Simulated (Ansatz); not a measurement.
Basis-set extrapolation for CH8O2Si2, SMILES `C[Si](O)(O)[SiH3]` (PBE0-D4/def2-TZVP geometry, frozen core, Ansatz 0.2.0). Multiplicity 1, RHF reference.

```tsv
	def2-TZVPP	def2-QZVPP
HF	-770.338641	-770.366390
MP2 correlation	-0.908074	-0.978154
CCSD(T) correlation	-0.991695	not run
```

Energies in hartree. Use E(X) = E(∞) + A·exp(−7.88·√X) for Hartree–Fock and E(X) = E(∞) + B·X^(−2.97) for correlation, with X = 3 and 4, and add CCSD(T) minus MP2 of the smaller set to the MP2 limit.

Task: What is the CCSD(T) energy at the basis-set limit?

Result: HF limit: -770.366390 + (-0.027749) × 0.13774 = -770.37021. MP2 limit: -0.978154 + (-0.070080) × 0.74074 = -1.03007. Higher-order term: -0.991695 − (-0.908074) = -0.08362. Total: -771.48390 hartree, 4.18 eV below CCSD(T)/def2-TZVPP.
